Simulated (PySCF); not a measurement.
Computed IR spectrum (relative IR intensity) of a molecule C2H8AlNO. The structure is a stationary point at B3LYP-D3(BJ)/def2-SVP. The values are those of a single conformer. Calculation: B3LYP-D3(BJ)/def2-SVP (PySCF). Frequencies are harmonic and unscaled.

Lines under 2 % of the strongest are left out, and lines within 2 cm⁻¹ are merged.

```csv
ν (cm⁻¹),relative intensity
186,2.9
310,94
323,21
514,42
535,100
577,8.2
660,38
675,9.5
758,84
886,86
1075,17
1153,78
1221,19
1387,33
1452,16
1496,2.8
2970,77
3016,35
3022,2.9
3078,23
3104,4.3
3114,7.2
3563,4.9
3937,36
```

Problem. Which structure fits?
(A) C[NH][Al]([CH3])[OH]
(B) C[N](C)[AlH][OH]
(C) C[O][Al]([CH3])[NH2]
(D) C[CH2][Al]([NH2])[OH]

Solution. A, C[NH][Al]([CH3])[OH]
